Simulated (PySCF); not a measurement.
fluoromethyl(silyloxy)silane (CH7FOSi2), SMILES C(F)[SiH2]O[SiH3]. Atoms are numbered in the order given.

```xyz
12

F     -3.1446     0.2084     0.0095
C     -1.9860    -0.5726     0.0428
Si    -0.4922     0.6047    -0.0319
O      0.8878    -0.3456     0.0081
Si     2.5612    -0.2739     0.0024
H     -1.9889    -1.2809    -0.8170
H     -1.9753    -1.1844     0.9737
H     -0.5323     1.5382     1.1468
H     -0.5518     1.4069    -1.3027
H      3.0585     0.5138     1.1852
H      3.0561     0.3777    -1.2613
H      3.0816    -1.6787     0.0800
```

Geometry: PBE-D3(BJ)/def2-SVP. The values are those of a single conformer.

All values below come from PBE-D3(BJ)/def2-SVP run with PySCF.

Frequencies are harmonic and unscaled.

Computed normal modes with their intensities:
```tsv
mode	ν (cm⁻¹)	IR (km/mol)	moving atoms (share of kinetic energy)
1	22	0.1	O 43 %, Si 25 %, H 16 %, F 16 %
2	56	0.1	H 90 %
3	65	0.5	Si 40 %, O 24 %, F 19 %, H 15 %
4	91	7.0	F 24 %, H 23 %, O 20 %, C 18 %, Si 13 %
5	154	7.0	Si 32 %, O 29 %, H 15 %, F 13 %, C 11 %
6	265	2.3	F 53 %, Si 20 %, C 17 %
7	476	10.0	H 94 %
8	602	4.8	Si 62 %, O 20 %, H 16 %
9	678	0.9	H 91 %, Si 9 %
10	701	0.6	C 43 %, Si 28 %, H 28 %
11	713	54.4	H 72 %, Si 11 %, O 9 %
12	715	75.0	H 80 %, O 13 %
13	835	26.2	H 69 %, C 24 %
14	860	414.1	H 85 %, Si 12 %
15	913	66.7	H 96 %
16	916	42.8	H 96 %
17	925	234.1	H 91 %
18	968	189.1	H 84 %, Si 13 %
19	1034	40.7	C 49 %, F 41 %, H 9 %
20	1056	417.6	O 75 %, Si 17 %, H 8 %
21	1186	2.4	H 91 %
22	1259	0.4	H 73 %, C 25 %
23	1406	2.7	H 94 %
24	2155	55.0	H 98 %
25	2161	58.6	H 96 %
26	2167	125.5	H 98 %
27	2170	213.3	H 96 %
28	2190	107.4	H 96 %
29	2950	19.2	H 95 %
30	3008	17.5	H 90 %, C 10 %
```
